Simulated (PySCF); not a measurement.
## Computed vibrations of [SmCl4]−

[SmCl4]− (singlet in the valence; each metal's 4f electrons, 5 of them, lie in its core potential, out of spins and levels). PySCF 2.14.0, RKS PBE0, Sm lcecp-1-SVP with ECP51, Cl def2-SVP; non-relativistic Hamiltonian with scalar-relativistic core potentials where named; density fitting; no spin-orbit coupling. Central differences of gradients.

```xyz
5

Sm    0.0000    0.0000    0.0000
Cl    1.4918    1.4918    1.4918
Cl   -1.4918   -1.4918    1.4918
Cl    1.4918   -1.4918   -1.4918
Cl   -1.4918    1.4918   -1.4918
```

Run from Python with OMP_NUM_THREADS=2. Where DIIS fails, smearing, a level shift and second-order steps follow.
It took 52 s on 2 threads of Intel(R) Xeon(R) Platinum 8259CL CPU @ 2.50GHz (Skylake/Cascade Lake), with other jobs on the host.

Task: What are the harmonic wavenumbers and infrared intensities?

Result: Modes are labelled in Td; negative numbers are unstable modes, those under 60 cm⁻¹ near the noise; a finer grid moves soft modes by up to 10 cm⁻¹.
```
cm⁻¹  km/mol  symmetry
  70     0.0         e
  70     0.0         e
  82    11.4        t2
  82    11.4        t2
  82    11.4        t2
 292     0.0        a1
 305    86.9        t2
 305    86.9        t2
 305    86.9        t2
```

Task: Is this a minimum?

Result: Yes. Ideal gas at 298.15 K and 1 bar: S = 409.3 J/(mol K), Cp = 102.3 J/(mol K), H − H(0 K) = 24.5 kJ/mol (rigid rotor, harmonic modes, spin degeneracy alone, that of the 4f electrons in the core included).

An lcecp potential fixes the number of 4f electrons, so in runs with it no electron can move into or out of that shell.
